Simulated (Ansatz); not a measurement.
CdMeBr (CH3BrCd), relaxed as a singlet with RKS PBE0-D4/def2-TZVP in Ansatz, starting from the GFN2-xTB geometry. Force threshold 0.02 eV/Å.

In the def2 sets Cd takes a core potential; there is no spin–orbit coupling.

Start:

Cartesian coordinates in Å:
```
Cd 1.082 -0.294 -0.474
C -0.838 0.245 0.354
H -1.264 1.093 -0.174
H -0.741 0.513 1.402
H -1.535 -0.585 0.279
Br 3.296 -0.972 -1.387
```

```
step  energy (eV)  largest force component (eV/Å)  SCF passes
   1  -75689.7238                           0.611          17
   2  -75689.7677                           0.314          21
   3  -75689.7729                           0.027          20
   4  -75689.7730                           0.009          21
```

Force components are those of the run's own axes.

End:

```xyz
6

Cd    1.047   -0.303   -0.445
C    -0.820    0.239    0.348
H    -1.218    1.090   -0.203
H    -0.706    0.508    1.397
H    -1.509   -0.602    0.262
Br    3.206   -0.933   -1.359
```

By distances, no bond broke or formed. The bond that changes most is Cd1–Br6, from 2.49 to 2.43 Å (atoms count from 1).

No frequencies were taken in this run, so the end may be a saddle point.

It took 7 s on 4 threads of Intel Xeon Platinum 8488C on a shared host.
